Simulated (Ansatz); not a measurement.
Reaction (ligand exchange at the Si–C bond): `N[SiH2]CBS` + `[SiH3][SeH]` → `N[SiH2][Se][SiH3]` + `CBS`

Computed with Ansatz on PBE0-D4/def2-TZVP structures; ΔE is electronic, products minus reactants. CBS: MP2 limit from def2 TZ/QZ plus the TZ coupled-cluster correction, frozen cores. Functionals use def2-TZVPP. For Se outer-core shells are correlated without core-valence functions, which leaves a few kJ/mol of doubt a bond. Scalar relativity is left out up to krypton. One conformer a species, not always the lowest.

```
            species  r2SCAN-D4 energy (Eh)
       `N[SiH2]CBS`             -810.22034
      `[SiH3][SeH]`            -2693.43521
`N[SiH2][Se][SiH3]`            -3039.52914
              `CBS`             -464.14991
```

**Question.** Work out ΔE.

**Answer.** ΔE = (-3039.52914) + (-464.14991) − (-810.22034) − (-2693.43521) = -0.02350 Eh = -61.7 kJ/mol. CCSD(T)/CBS gives -61.3 kJ/mol.

Largest T1 diagnostic among the species: 0.013.

In def2-TZVPP, CCSD(T) changes the Hartree–Fock value by +8.2 kJ/mol (the triples alone add +0.2 kJ/mol) and MP2 by +4.0 kJ/mol.
